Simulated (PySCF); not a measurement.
A scan of TbO with bad points

PBE0; Tb x2c-SVPall, O x2c-SVPall; spin-free X2C with a Gaussian nucleus (PySCF 2.14); sextet, unpaired electrons π ↑↑, δ ↑↑, φ ↑ requested.

| R (Å) | E (eV) | ⟨S²⟩ | ⟨Lz²⟩ | μ (D) |
| --- | --- | --- | --- | --- |
| 1.604 | 2.592 | 9.21 | 9.00 | -2.69 |
| 1.675 | 1.887 | 9.20 | 9.00 | -3.67 |
| 1.728 | 1.572 | 9.18 | 9.00 | -4.39 |
| 1.782 | 1.400 | 9.16 | 9.00 | -5.06 |
| 1.835 | 1.343 | 9.13 | 9.00 | -5.70 |
| 1.907 | 1.402 | 9.09 | 9.00 | -6.48 |
| 1.996 | 0.000 | 9.75 | 6.25 | -5.63 |
| 2.103 | 0.659 | 9.76 | 6.11 | -6.18 |

The run flagged 2.103 Å: there the SCF either missed its threshold or ended in another occupation than the one requested, so the fit leaves that out.
